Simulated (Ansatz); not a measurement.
The cluster Si3O6, relaxed as a singlet with RKS PBE0-D4/def2-SVP in Ansatz, starting from the GFN1-xTB geometry. Force threshold 0.02 eV/Å.

Another isomer (singlet) lies 1.04 eV lower at PBE0-D4/def2-TZVP; other spin states weren't run for this one.

Start:

```
atom   x (Å)   y (Å)   z (Å)
 Si1  -0.556   1.549   0.572
 Si2   0.551  -1.201   1.135
 Si3   0.008  -0.347  -1.708
  O4   0.000   0.304   1.481
  O5   1.023  -2.236   2.113
  O6  -0.472   1.045  -0.986
  O7   0.013  -0.648  -3.179
  O8  -1.048   2.877   1.069
  O9   0.482  -1.344  -0.497
```

```tsv
step	energy (eV)	largest force component (eV/Å)	SCF passes
1	-35881.6287	0.776	17
2	-35881.6493	0.344	20
3	-35881.6582	0.032	19
4	-35881.6583	0.003	15
```

Force components are those of the run's own axes.

End:

Cartesian coordinates in Å:
```
Si -0.5636 1.5616 0.5774
Si 0.5561 -1.2120 1.1453
Si 0.0078 -0.3495 -1.7227
O -0.0059 0.2989 1.4716
O 1.0346 -2.2556 2.1313
O -0.4744 1.0357 -0.9784
O 0.0144 -0.6505 -3.2058
O -1.0500 2.9057 1.0745
O 0.4812 -1.3342 -0.4932
```

By distances, no bond broke or formed. The bond that changes most is Si2–O5, from 1.50 to 1.51 Å (atoms count from 1).

No frequencies were taken in this run, so the end may be a saddle point.

Hardware: 4 threads of Intel Xeon 6975P-C on a shared host. Wall time 5.5 s.
